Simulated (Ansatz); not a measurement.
`[OH][Ga]([F])[Br]` + H₂O → `[OH][Ga]([OH])[F]` + HBr at 298.15 K and 1 bar (formal hydrolysis of a Ga–Br bond).

Calculated with Ansatz (gas phase, PBE0-D4/def2-TZVP geometries, no zero-point term in ΔE). CBS: MP2 limit from def2 TZ/QZ plus the TZ coupled-cluster correction, frozen cores. This one scheme is used for every species. For Br, Ga outer-core shells are correlated without core-valence functions, which leaves a few kJ/mol of doubt a bond. Scalar relativity is left out up to krypton. Each species was taken in one conformer, which may not be the lowest.

| species | CCSD(T)/CBS energy (Eh) | H − E (kJ/mol) | S (J/(mol·K)) |
| --- | --- | --- | --- |
| `[OH][Ga]([F])[Br]` | -4672.95707 | 61.5 | 335.6 |
| H₂O | -76.37941 | 66.4 | 188.7 |
| `[OH][Ga]([OH])[F]` | -2175.39098 | 94.8 | 319.3 |
| HBr | -2573.91920 | 24.6 | 198.6 |

H − E and S are ideal-gas, rigid-rotor, harmonic terms from PBE0-D4/def2-TZVP, for one conformer and one mirror image of each species. 1 Eh = 2625.50 kJ/mol, R = 8.31446 J/(mol·K).

**Question.** By hand: ΔE, ΔH, ΔS and ΔG.

**Answer.** ΔE = (-2175.39098) + (-2573.91920) − (-4672.95707) − (-76.37941) = 0.02630 Eh = 69.1 kJ/mol. Δ(H − E) = 94.8 + 24.6 − 61.5 − 66.4 = -8.5, so ΔH = 60.6 kJ/mol. ΔS = 319.3 + 198.6 − 335.6 − 188.7 = -6.4 J/(mol·K). ΔG = 60.6 − 298.15 × (-6.4)/1000 = 62.5 kJ/mol.

**Question.** By hand: the equilibrium constant, and the temperature at which ΔG would vanish if ΔH and ΔS stayed fixed.

**Answer.** log₁₀ K = −ΔG/(RT ln 10) = -10.9. ΔH and −TΔS have one sign here, so there is no such temperature.

The number of gas molecules stays the same, so ΔS is small and ΔH decides. A doubt of 5 kJ/mol in ΔE shifts log₁₀ K by 0.9 here. Other conformers and mirror images would add mixing entropy, several J/(mol·K) or more a flexible species. These are equilibria of isolated gas molecules and say nothing of rates. Largest T1 diagnostic: 0.014 (customary marks: 0.02 for closed shells, 0.045 for open ones).

ΔS is within the doubt of such terms, so its sign, and with it that verdict, could turn.
